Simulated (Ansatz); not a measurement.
Calculated with Ansatz (gas phase, PBE0-D4/def2-TZVP geometries, no zero-point term in ΔE). CBS: MP2 limit from def2 TZ/QZ plus the TZ coupled-cluster correction, frozen cores. Functionals use def2-TZVPP. B3LYP here is the variant with VWN-RPA as its local correlation; programs differ in this. For Se outer-core shells are correlated without core-valence functions, which leaves a few kJ/mol of doubt a bond. Scalar relativity is left out up to krypton. Each species was taken in one conformer, which may not be the lowest.

Consider the ligand exchange at the Se–C bond: `OC(S)(S)[SeH]` + `OPO` → `OP(O)[SeH]` + `OC(S)S`.

| level | ΔE (kcal/mol) |
| --- | --- |
| LDA (SPW92) | -21.9 |
| PBE0-D4 | -22.1 |
| PBE0 | -22.8 |
| B3LYP | -23.0 |
| BHLYP | -22.6 |
| MP2/def2-SVP | -16.4 |
| SCS-MP2/def2-TZVPP | -17.6 |
| HF/def2-QZVPP | -22.7 |

Q: What does CCSD(T)/CBS give? (An estimate is asked.)

A: Computed: -19.5 kcal/mol. The listed levels differ from it by -2.4, -2.6, -3.3, -3.5, -3.1, 3.1, 1.9, -3.2 kcal/mol.

Q: What do rigid-rotor, harmonic-oscillator terms from PBE0-D4/def2-TZVP frequencies (298.15 K, 1 bar) make of the CCSD(T)/CBS value? (Estimate.)

A: Ansatz gave: ΔZPE = +1.3 kcal/mol, ΔH = -18.0 kcal/mol, ΔS = 16 J/(mol·K), ΔG = -19.1 kcal/mol.

Largest T1 diagnostic among the species: 0.013.

The D4 term adds +1.5 kcal/mol with B3LYP and +0.8 kcal/mol with PBE0; it sums over pairs of atoms, weighted by their polarisabilities, and B3LYP, whose exchange is more repulsive, gets the larger term. In def2-TZVPP, CCSD(T) changes the Hartree–Fock value by +3.9 kcal/mol (the triples alone add +0.4 kcal/mol) and MP2 by +4.9 kcal/mol. Leaving LDA and LC-ωPBE aside and taking each functional with its dispersion term where it has one, the values, not all of them listed here, spread over 3.3 kcal/mol, from r2SCAN-D4 to ωB97X-V. LDA lies +1.2 kcal/mol from PBE without D4.
